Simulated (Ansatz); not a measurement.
Relaxation of CH5AlBF (9 atoms, charge 0, multiplicity 1), to a largest force component of 0.015 eV/Å in at most 40 steps.

Method: Ansatz, RKS PBE0/def2-SVP.

```xyz
9
Properties=species:S:1:pos:R:3
F -0.856 1.678 -0.654
C 0.380 1.272 -0.443
B 0.384 -0.309 -0.523
Al -0.591 -1.431 0.838
H 1.059 1.686 -1.236
H 0.724 1.629 0.557
H 1.112 -0.852 -1.314
H -1.412 -0.764 2.024
H -0.439 -3.095 0.815
```

**Question.** Where does it end, and by what steps?

**Answer.** It converged. After 21 steps the energy has fallen by 0.992 eV; H9 moved furthest, 1.82 Å. Joined: F1–Al4.

```json
{"step": "0", "energy less start (eV)": "0.0000", "largest force component (eV/Å)": "2.898", "accepted": "yes"}
{"step": "1", "energy less start (eV)": "-0.3575", "largest force component (eV/Å)": "0.882", "accepted": "yes"}
{"step": "2", "energy less start (eV)": "-0.4735", "largest force component (eV/Å)": "0.749", "accepted": "yes"}
{"step": "3", "energy less start (eV)": "-0.5615", "largest force component (eV/Å)": "1.249", "accepted": "yes"}
{"step": "4", "energy less start (eV)": "-0.6658", "largest force component (eV/Å)": "0.782", "accepted": "yes"}
{"step": "5", "energy less start (eV)": "-0.7168", "largest force component (eV/Å)": "0.302", "accepted": "yes"}
{"step": "6", "energy less start (eV)": "-0.7724", "largest force component (eV/Å)": "0.196", "accepted": "yes"}
{"step": "7", "energy less start (eV)": "-0.8124", "largest force component (eV/Å)": "0.116", "accepted": "yes"}
{"step": "8", "energy less start (eV)": "-0.8397", "largest force component (eV/Å)": "0.178", "accepted": "yes"}
{"step": "9", "energy less start (eV)": "-0.8554", "largest force component (eV/Å)": "0.304", "accepted": "yes"}
{"step": "10", "energy less start (eV)": "-0.8638", "largest force component (eV/Å)": "0.234", "accepted": "yes"}
{"step": "11", "energy less start (eV)": "-0.8777", "largest force component (eV/Å)": "0.158", "accepted": "yes"}
{"step": "12", "energy less start (eV)": "-0.8865", "largest force component (eV/Å)": "0.113", "accepted": "yes"}
{"step": "13", "energy less start (eV)": "-0.9058", "largest force component (eV/Å)": "0.237", "accepted": "yes"}
{"step": "14", "energy less start (eV)": "-0.9441", "largest force component (eV/Å)": "0.378", "accepted": "yes"}
{"step": "15", "energy less start (eV)": "-0.9654", "largest force component (eV/Å)": "0.476", "accepted": "yes"}
{"step": "16", "energy less start (eV)": "-0.9116", "largest force component (eV/Å)": "1.450", "accepted": "no"}
{"step": "17", "energy less start (eV)": "-0.9876", "largest force component (eV/Å)": "0.138", "accepted": "yes"}
{"step": "18", "energy less start (eV)": "-0.9854", "largest force component (eV/Å)": "0.166", "accepted": "no"}
{"step": "19", "energy less start (eV)": "-0.9908", "largest force component (eV/Å)": "0.072", "accepted": "yes"}
{"step": "20", "energy less start (eV)": "-0.9915", "largest force component (eV/Å)": "0.028", "accepted": "yes"}
{"step": "21", "energy less start (eV)": "-0.9917", "largest force component (eV/Å)": "0.010", "accepted": "yes"}
```

```xyz
9
Properties=species:S:1:pos:R:3
F -1.038 0.785 -0.060
C 0.334 0.978 -0.536
B 1.093 -0.328 -0.144
Al -0.669 -1.154 0.729
H 0.246 1.168 -1.619
H 0.690 1.899 -0.045
H 2.262 -0.456 -0.413
H -0.938 -0.981 2.293
H -1.620 -2.096 -0.143
```

Run time: 64 s on 1 thread of Arm Neoverse V2 (shared host), peak memory 0.16 GiB.
